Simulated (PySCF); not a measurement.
Delta-SCF ions had no search for a lower state. 

## H3In, SMILES `[InH3]` (charge 0, multiplicity 1)

The numbers are results of TPSSh-D3(BJ)/def2-TZVP // PBE0-D3(BJ)/def2-TZVP (PySCF), not measurements.

```yaml
HOMO: -7.64 eV
dipole_moment: 0.000 e·Å
LUMO: -2.17 eV
HOMO–LUMO gap: 5.47 eV
vertical ionisation energy (Delta-SCF): 10.45 eV
total_energy: -5219.93 eV
cost: about 25 core-seconds (a rough figure)
```

```xyz
4

In     0.0000     0.0000     0.0001
H     -1.4080    -0.9953     0.0298
H     -0.1580     1.7172    -0.0081
H      1.5660    -0.7219    -0.0218
```
Charge 0, spin multiplicity 1.
